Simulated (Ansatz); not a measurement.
Reactions of BrF₂H₃Si₂, SMILES `F[Si](F)([SiH3])Br`.

Calculated with Ansatz (gas phase, PBE0-D4/def2-TZVP geometries, no zero-point term in ΔE). CBS: MP2 limit from def2 TZ/QZ plus the TZ coupled-cluster correction, frozen cores. This one scheme is used for every species. For Br outer-core shells are correlated without core-valence functions, which leaves a few kJ/mol of doubt a bond. Scalar relativity is left out up to krypton. One conformer a species, not always the lowest.

(1) Order these by ΔE at CCSD(T)/CBS, lowest first. (Best estimate.)
A. `F[Si](F)([SiH3])Br` + `NBF` → `F[Si](F)(F)[SiH3]` + `NBBr`
B. `F[Si](F)([SiH3])Br` + NH₃ → `N[Si](F)(F)[SiH3]` + HBr
C. `F[Si](F)([SiH3])Br` → `F[Si]Br` + `F[SiH3]`
D. `F[Si](F)([SiH3])Br` + H–F → `F[Si](F)(F)Br` + SiH₄
E. `F[Si](F)([SiH3])Br` + HCl → `F[Si](F)(Cl)Br` + SiH₄
F. `F[Si](F)([SiH3])Br` + H₂ → `F[SiH](F)[SiH3]` + HBr
G. `F[Si](F)([SiH3])Br` + `O[SiH2]N[SiH3]` → `[SiH3]N[SiH2]O[SiH3]` + `F[SiH](F)Br`

Largest T1 diagnostic: 0.013, for `F[Si](F)(F)[SiH3]`.

## Answers

(1) D (-147.4 kJ/mol), G (-109.6 kJ/mol), E (-96.5 kJ/mol), A (-7.1 kJ/mol), B (+29.4 kJ/mol), F (+87.1 kJ/mol), C (+162.1 kJ/mol).
